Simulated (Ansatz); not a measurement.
C4H9O2 (SMILES [CH2]OCC(C)O), doublet, geometry from GFN2-xTB; B3LYP5/6-31G* in Ansatz (a quantum-chemistry and plane-wave program).

Ansatz was given this input:
Ansatz 0.2 input:
```yaml
crystal:
  periodic: [false, false, false]
  atoms:
    - {symbol: C, position_ang: [2.44429592, -1.02503628, -0.30093565]}
    - {symbol: O, position_ang: [1.31720491, -0.30874313, -0.56583977]}
    - {symbol: C, position_ang: [0.46397681, -0.08288066, 0.52738845]}
    - {symbol: C, position_ang: [-0.78368637, 0.65746024, 0.03894765]}
    - {symbol: C, position_ang: [-1.61108653, -0.22008434, -0.89623149]}
    - {symbol: O, position_ang: [-1.50290815, 1.02973766, 1.19642637]}
    - {symbol: H, position_ang: [2.49044820, -1.62960395, 0.58697247]}
    - {symbol: H, position_ang: [3.00838206, -1.27513126, -1.17673703]}
    - {symbol: H, position_ang: [0.96317964, 0.52974000, 1.29056499]}
    - {symbol: H, position_ang: [0.16839632, -1.03268951, 0.99436903]}
    - {symbol: H, position_ang: [-0.45232858, 1.55679033, -0.50523325]}
    - {symbol: H, position_ang: [-1.98942224, -1.08474277, -0.35488689]}
    - {symbol: H, position_ang: [-2.45322875, 0.33792816, -1.30164553]}
    - {symbol: H, position_ang: [-0.98643999, -0.55931603, -1.71727797]}
    - {symbol: H, position_ang: [-2.34435957, 1.41231493, 0.92416785]}
basis:
  gaussian:
    orbitals: 6-31G*
hamiltonian:
  xc: b3lyp5
magnetization: {spin_polarized: true, initial_magnetization: 1}
accuracy: high
```

The log (banner, timings and long lists left out):

```
Functional definition: B3LYP5
2624 factors; integrals over basis functions are off by at most 4.1e-9 eV
mean field evaluation 1: about -8374.0694 eV, gradient 4.2e1 eV
mean field evaluation 2: about -8371.5543 eV, gradient 5.0e1 eV
mean field evaluation 4: about -8381.4365 eV, gradient 2.0e0 eV
mean field evaluation 8: about -8381.6740 eV, gradient 2.5e-1 eV
mean field evaluation 16: about -8381.6743 eV, gradient 4.1e-4 eV
mean field -8381.67425644 eV, -308.0208476215 hartree, gradient 9.1e-8 eV, S^2 0.753117; 0 other end points of the search recorded, 0 dependent functions left out
reference -8381.67429617 eV, -308.0208490815 hartree; 25, 24 occupied and 83, 84 virtual orbitals, 2624 factors
Total energy: -8381.67429617 eV, -308.0208490815 hartree
```
